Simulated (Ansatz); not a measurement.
`O[Si](F)(Br)Br` + H–F → `F[Si](F)(Br)Br` + H₂O at 700 K and 1 bar (ligand exchange at the Si–O bond).

Gas-phase electronic energies from Ansatz, PBE0-D4/def2-TZVP geometries. CBS: MP2 limit from def2 TZ/QZ plus the TZ coupled-cluster correction, frozen cores. This one scheme is used for every species. For Br outer-core shells are correlated without core-valence functions, which leaves a few kJ/mol of doubt a bond. Scalar relativity is left out up to krypton. One conformer a species, not always the lowest.

| species | CCSD(T)/CBS energy (Eh) | H − E (kJ/mol) | S (J/(mol·K)) |
| --- | --- | --- | --- |
| `O[Si](F)(Br)Br` | -5611.50823 | 116.9 | 457.1 |
| H–F | -100.39570 | 45.2 | 198.5 |
| `F[Si](F)(Br)Br` | -5635.53679 | 80.6 | 427.8 |
| H₂O | -76.37941 | 80.5 | 218.4 |

H − E and S are ideal-gas, rigid-rotor, harmonic terms from PBE0-D4/def2-TZVP, for one conformer and one mirror image of each species. 1 Eh = 2625.50 kJ/mol, R = 8.31446 J/(mol·K).

Question: By hand: ΔE, ΔH, ΔS and ΔG.

Answer: ΔE = (-5635.53679) + (-76.37941) − (-5611.50823) − (-100.39570) = -0.01227 Eh = -32.2 kJ/mol. Δ(H − E) = 80.6 + 80.5 − 116.9 − 45.2 = -1.0, so ΔH = -33.2 kJ/mol. ΔS = 427.8 + 218.4 − 457.1 − 198.5 = -9.4 J/(mol·K). ΔG = -33.2 − 700 × (-9.4)/1000 = -26.6 kJ/mol.

Question: By hand: the equilibrium constant, and the temperature at which ΔG would vanish if ΔH and ΔS stayed fixed.

Answer: log₁₀ K = −ΔG/(RT ln 10) = 2.0. ΔG = 0 at ΔH/ΔS = 3532 K, far beyond where these terms or the molecules hold.

The number of gas molecules stays the same, so ΔS is small and ΔH decides. A doubt of 5 kJ/mol in ΔE shifts log₁₀ K by 0.4 here. Other conformers and mirror images would add mixing entropy, several J/(mol·K) or more a flexible species. These are equilibria of isolated gas molecules and say nothing of rates. Largest T1 diagnostic: 0.009 (customary marks: 0.02 for closed shells, 0.045 for open ones).
